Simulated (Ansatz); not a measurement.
Ansatz (an electronic-structure program) input (RI-MP2/aug-cc-pVTZ):
A basis named .json is the Basis Set Exchange file of that set.

Ansatz 0.2 input:
```yaml
crystal:
  periodic: [false, false, false]
  atoms:
    - {symbol: C, position_ang: [-1.42452186, 0.19862966, -1.20356244]}
    - {symbol: N, position_ang: [-0.62717998, -0.13047235, -0.04051516]}
    - {symbol: C, position_ang: [-1.36501531, -0.77893752, 1.02336132]}
    - {symbol: B, position_ang: [0.74955699, 0.15593046, 0.04842058]}
    - {symbol: O, position_ang: [1.42596507, -0.19944872, 1.20616921]}
    - {symbol: O, position_ang: [1.36632395, 0.78032904, -1.02579032]}
    - {symbol: H, position_ang: [-2.24482869, 0.87678412, -0.93878931]}
    - {symbol: H, position_ang: [-0.80800007, 0.68038644, -1.95757916]}
    - {symbol: H, position_ang: [-1.87093448, -0.70218552, -1.64191085]}
    - {symbol: H, position_ang: [-0.70599491, -0.99534305, 1.85977670]}
    - {symbol: H, position_ang: [-2.18286629, -0.14112729, 1.38003965]}
    - {symbol: H, position_ang: [-1.80897209, -1.72009693, 0.67691811]}
    - {symbol: H, position_ang: [2.35998276, 0.01696425, 1.21685624]}
    - {symbol: H, position_ang: [2.30299963, 0.95307670, -0.91563255]}
basis:
  gaussian:
    orbitals: aug-cc-pVTZ
    fitting: {mean_field: def2-universal-jkfit, correlation: aug-cc-pVTZ-RIFIT.json}
total_charge: 1
magnetization: {spin_polarized: true, initial_magnetization: 1}
correlation: {method: mp2, electrons: outside_noble_gas}
```

Output:

```
Functional definition: HF
integrals: 1.05 GiB planned
600 factors; integrals over basis functions are off by at most 9.0e-1 eV
1.02 GiB of device memory are held for the factors and their scratch space
mean field: 2.16 GiB planned
mean field evaluation 1: about -8405.5888 eV, gradient 4.7e1 eV
mean field evaluation 2: about -8412.3390 eV, gradient 2.7e1 eV
mean field evaluation 4: about -8414.9257 eV, gradient 1.7e0 eV
mean field evaluation 8: about -8414.9869 eV, gradient 3.1e-4 eV
mean field -8414.98693547 eV, -309.2450659956 hartree, gradient 1.8e-6 eV, S^2 0.764556; 0 other end points of the search recorded, 0 dependent functions left out
6 core orbitals not correlated
1004 factors; their error is unknown
reference -8414.98693547 eV, -309.2450659956 hartree; 18, 17 occupied and 436, 437 virtual orbitals, 1004 factors
second order -30.14323024 eV of doubles, -0.00000000 eV of singles
Total energy: -8445.13016571 eV, -310.3528092752 hartree
```

This state (charge 1, doublet) is run at the relaxed geometry of the species with charge 0 and multiplicity 1.
